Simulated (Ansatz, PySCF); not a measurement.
Si(F)(Me)(OH)(NH2) (CH₆FNOSi), SMILES [Si](O)(C)(F)N. Atoms are numbered in the order given.

```xyz
11

C      1.2789    -1.3118     0.1518
Si    -0.0148     0.0131     0.0304
N     -1.3984    -0.5725    -0.7715
O     -0.5323     0.6281     1.4822
F      0.7016     1.2794    -0.7278
H      1.5370    -1.7009    -0.8467
H      0.9210    -2.1518     0.7668
H      2.2033    -0.9191     0.6034
H     -1.3470    -1.2372    -1.5334
H     -2.2804    -0.0743    -0.7461
H     -0.0582     1.4029     1.7997
```
Charge 0, spin multiplicity 1.

The structure is a stationary point at ωB97X-D3(BJ)/def2-SVP. This is a generated structure with no PubChem entry under its InChIKey; it may be hypothetical. Other conformers were not sampled.

Two levels are set side by side: PBE-D3(BJ)/def2-SVP (Ansatz, a program for electronic structure) and ωB97X-D3(BJ)/def2-SVP (PySCF). Each level has its own optimised geometry; the coordinates shown are those of the second. Frequencies come from the Hessian of PySCF at each geometry. Differences are taken from unrounded values.

```tsv
quantity	ωB97X-D3(BJ)
mean bond length (Å)	1.315
bond C1–Si2 (Å)	1.856
bond Si2–N3 (Å)	1.703
bond Si2–O4 (Å)	1.660
bond Si2–F5 (Å)	1.641
bond C1–H6 (Å)	1.102
bond C1–H7 (Å)	1.101
bond C1–H8 (Å)	1.101
bond N3–H9 (Å)	1.012
bond N3–H10 (Å)	1.013
bond O4–H11 (Å)	0.962
highest harmonic wavenumber (cm⁻¹)	3943
mean harmonic wavenumber (cm⁻¹)	1312
zero-point energy (kcal/mol)	50.66
```

What does PBE-D3(BJ) give, and how far is it from ωB97X-D3(BJ)? (An estimate is asked for; the answer gives what the named calculation found.)


```tsv
quantity	PBE-D3(BJ)	PBE-D3(BJ) minus ωB97X-D3(BJ)
mean bond length (Å)	1.325	0.010
bond C1–Si2 (Å)	1.866	0.010
bond Si2–N3 (Å)	1.715	0.012
bond Si2–O4 (Å)	1.674	0.014
bond Si2–F5 (Å)	1.654	0.014
bond C1–H6 (Å)	1.110	0.007
bond C1–H7 (Å)	1.108	0.007
bond C1–H8 (Å)	1.108	0.007
bond N3–H9 (Å)	1.021	0.008
bond N3–H10 (Å)	1.022	0.008
bond O4–H11 (Å)	0.972	0.010
highest harmonic wavenumber (cm⁻¹)	3775	-168
mean harmonic wavenumber (cm⁻¹)	1267	-45
zero-point energy (kcal/mol)	48.91	-1.75
```

Exact exchange shortens and stiffens bonds; PBE has none. Differences between two approximate levels are no errors against the true value.
